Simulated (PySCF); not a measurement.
C3H3N2, SMILES [c]1cnc[nH]1, multiplicity 2.

Geometry: r2SCAN-D4/def2-SVP. The isomer is the one that the SMILES or the coordinates give; other isomers of the formula were not compared.

Computed with PBE/def2-TZVP run with PySCF.

The molecule is in vacuum.

Computed frontier levels, dipole moment and polarisability:
The α spin, highest occupied and lowest empty level is -5.86 and -0.59 eV, the β spin, highest occupied and lowest empty level is -5.66 and -4.32 eV and the dipole moment is 0.621 e·Å. The quadrupole, principal values (traceless, Buckingham form, about the centre of nuclear charge) is -4.72, -4.30, 9.02 D·Å and the mean static polarisability comes out as 47.8 bohr³ (7.08 Å³). The polarisability, principal values comes out as 30.7, 53.6, 59.1 bohr³. The ⟨S²⟩ comes out as 0.757 (pure state 0.75).
